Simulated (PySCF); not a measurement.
## Simulated characterisation data

Averaged over atoms made equivalent by symmetry, fast rotation or ring inversion, relativity neglected, a single conformation, in vacuum. GFN2-xTB structure; σ from GIAO-PBE0/pcSseg-1; PySCF.

δ = σ(ref) − σ, references computed at the same level: TMS for ¹H (31.72 ppm), ¹³C (186.93 ppm). Where no couplings were computed, multiplicities follow the n + 1 count of equivalent neighbours, and m marks all less simple cases (inequivalent or close neighbours, rings, F or P nearby). Shifts are as computed. Against solution values, carbons near 30 ppm lie about +3 ppm off and those near 130 ppm about +5 ppm. Of 1211 compounds with measured shifts, 218 miss one by over three times the rms of a fit or turn the order of signals round; such compounds aren't used in these exercises.

Compound 1 (C8H8). ¹H NMR (500 MHz, computed): δ 6.64 (m, 2H), 6.62 (m, 2H), 3.93 (m, 1H), 1.95 (s, 3H). ¹³C{¹H} NMR (computed): δ 146.1 (CH), 139.4 (CH), 84.6 (C), 77.0 (C), 46.6 (CH), 4.8 (CH3). Structure: `InChI=1S/C8H8/c1-2-5-8-6-3-4-7-8/h3-4,6-8H,1H3`.

Compound 2 (C7H10N2O). ¹H NMR (500 MHz, computed): δ 7.28 (m, 1H), 5.39 (m, 1H), 4.03 (s, 3H), 3.67 (m, 1H), 1.37 (m, 2H), 0.77 (m, 2H). ¹³C{¹H} NMR (computed): δ 162.7, 139.8, 87.3, 58.5, 29.2, 8.6. Structure: SMILES COc1ccnn1C1CC1.
